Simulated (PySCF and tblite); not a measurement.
The numbers below are computed, except where a source is named.
C₆H₅FSe, numbered as in [CH2:1]=[CH:2][c:3]1[se:4][cH:5][cH:6][c:7]1[F:8]. The ensemble was built from 60 distance-geometry starts (ETKDG, GFN2-xTB) and rests on GFN2-xTB geometries. Weights use LC-wPBE-D3(BJ)/def2-SVP energies plus GFN2-xTB zero-point and thermal terms (modes under about 100 cm⁻¹ blended into free rotors). Symmetry numbers and mirror images are counted. Conformers within 2.5 kcal/mol (GFN2-xTB free energy) were kept, 4 at most. GIAO shieldings: LC-wPBE/def2-SVP. Shifts are against CFCl3 (¹⁹F) at the same level. Codes: tblite and PySCF.

Torsions listed: C1–C2–C3–Se4.

```json
{"conformer": "1", "shape": "0°", "point group": "Cs", "mirror pair": "no", "ΔE(DFT)": "0.00", "Δ(G−E) at 298.15 K": "0.00", "δ F8 (ppm)": "-96.2"}
{"conformer": "2", "shape": "180°", "point group": "Cs", "mirror pair": "no", "ΔE(DFT)": "1.01", "Δ(G−E) at 298.15 K": "0.14", "δ F8 (ppm)": "-94.0"}
```

Energies in kcal/mol; the thermal term leaves out symmetry numbers and mirror images.

Work out the weights at 298.15 K and the ¹⁹F shift of F8 under fast exchange.

RT = 0.592 kcal/mol. Each conformer gets RT ln(σ/g), with σ the rotational symmetry number and g = 2 for a mirror pair: 1: σ = 1, g = 1, G = 0.00 + 0.00 + 0.00 = 0.00, 0.00 above the lowest, exp(−ΔG/RT) = 1.000; 2: σ = 1, g = 1, G = 1.01 + 0.14 + 0.00 = 1.15, 1.15 above the lowest, exp(−ΔG/RT) = 0.144. The sum is 1.144, so the weights are 87.4, 12.6 %. The averaged shift is -95.9 ppm. At 298.15 K the leading conformer alone gives -96.2 ppm and bare DFT energies give -95.9 ppm.

Spin–orbit effects of the heavy atoms on shieldings are missing. Unscaled ¹⁹F shifts at such levels can be off by tens of ppm; differences between conformers or isomers are more reliable.
